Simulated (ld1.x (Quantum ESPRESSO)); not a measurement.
**Configuration tests for vanadium (TM)**

vanadium (V), norm-conserving Troullier–Martins (Kleinman–Bylander form), made with ld1.x (Quantum ESPRESSO) 7.5 (PBEsol, fully relativistic). Core [Ne] 3s2, reference 3p6 3d3 4s1.5 4p0 (charge +0.5). Waves: 4s (bound): rc 3.00 bohr; 3d (bound): rc 1.70 bohr; 3p (bound): rc 1.50 bohr. Local part: the p channel. Core correction: Bessel-smoothed model core inside 0.70 bohr.

Open shells are filled in proportion to 2j + 1 (rel_dist='average').

Energies are relative to the spin-unpolarised reference configuration 3p6 3d3 4s1.5 4p0; without spin polarisation the order of configurations can differ from experiment. The p channel is local and has no spin–orbit splitting in the pseudo-atom.

```json
{"valence configuration": "3p6 3d3 4s2 4p0", "charge": "0", "ΔE all-electron (eV)": "-3.100", "error AE − PS (meV)": "-0.6"}
{"valence configuration": "3p6 3d3 4s1 4p0", "charge": "+1", "ΔE all-electron (eV)": "4.650", "error AE − PS (meV)": "-1.2"}
{"valence configuration": "3p6 3d3 4s0 4p0", "charge": "+2", "ΔE all-electron (eV)": "18.853", "error AE − PS (meV)": "-24"}
{"valence configuration": "3p6 3d2 4s2 4p1", "charge": "0", "ΔE all-electron (eV)": "2.702", "error AE − PS (meV)": "+6.6"}
{"valence configuration": "3p6 3d3 4s0 4p2", "charge": "0", "ΔE all-electron (eV)": "3.778", "error AE − PS (meV)": "+25"}
{"valence configuration": "3p6 3d3 4s0 4p1", "charge": "+1", "ΔE all-electron (eV)": "8.764", "error AE − PS (meV)": "+12"}
```

What are ΔE and the potential's error for 3p6 3d4 4s0 4p0?

ΔE = 4.065 eV all-electron; the error (AE − PS) is -64 meV.

Note: ghost state, extra bound levels that the all-electron valence spectrum of the same l lacks: s at -65.0 eV. A true bound ghost makes a file unfit for plane-wave use. The potential misses its own reference levels by up to 0.6 eV.
